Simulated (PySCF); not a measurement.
**From a computed spectrum to the compound**

A species of 3 atoms with charge -1 has these harmonic modes (PBE0, small Gaussian bases with core potentials, PySCF 2.14.0):

| cm⁻¹ | km/mol | symmetry |
| --- | --- | --- |
| 116 | 33.1 | a' |
| 407 | 94.6 | a' |
| 575 | 79.6 | a' |

(1) Which species is it, and in which structure?

Answers

(1) [DyOF]− (singlet in the valence; each metal's 4f electrons, 10 of them, lie in its core potential, out of spins and levels):
```xyz
3

Dy    0.0403    0.0000   -0.1816
O     1.8239    0.0000    0.8008
F    -1.8831    0.0000    0.8925
```
Ideal gas at 298.15 K and 1 bar: S = 311.0 J/(mol K), Cp = 52.0 J/(mol K), H − H(0 K) = 13.0 kJ/mol (rigid rotor, harmonic modes, spin degeneracy alone, that of the 4f electrons in the core included). An lcecp potential fixes the number of 4f electrons, so in runs with it no electron can move into or out of that shell; real Dy(II) is rare or takes another configuration.
 Other answers can fit too; this one was computed.
